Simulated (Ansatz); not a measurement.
```yaml
crystal:
  periodic: [false, false, false]
  atoms:
    - {symbol: Si, position_ang: [0.760816, -2.671338, -0.416423]}
    - {symbol: O, position_ang: [0.372471, -1.099347, -0.174262]}
    - {symbol: In, position_ang: [-1.273237, -0.078093, 0.099663]}
    - {symbol: Cl, position_ang: [-3.331831, -1.081048, 0.142781]}
    - {symbol: O, position_ang: [-1.083132, 1.847563, 0.337902]}
    - {symbol: Si, position_ang: [0.179723, 2.891130, 0.364259]}
    - {symbol: H, position_ang: [0.217648, -3.162925, -1.713298]}
    - {symbol: H, position_ang: [2.241238, -2.788308, -0.432516]}
    - {symbol: H, position_ang: [0.214765, -3.533412, 0.669039]}
    - {symbol: H, position_ang: [0.919574, 2.871026, -0.928146]}
    - {symbol: H, position_ang: [1.137066, 2.548163, 1.452327]}
    - {symbol: H, position_ang: [-0.355102, 4.256599, 0.598675]}
basis:
  gaussian: {orbitals: STO-3G}
hamiltonian: {xc: {name: LC-wPBE}}
scf: {lower_state_search: off}
kpoints: {mp_grid: {grid: [2, 2, 2]}}
```

```sh
$ ansatz run in.yaml --threads 2 --pin off --events-out ev --progress --plain --max-ram 32768MiB --backend cpu
```

It prints (some lines left out):

```
Error: invalid value for `basis.gaussian`: such a run doesn't read kpoints; remove what it names
```

In this input the input holds a key that doesn't belong there. The input was rejected before any iteration.
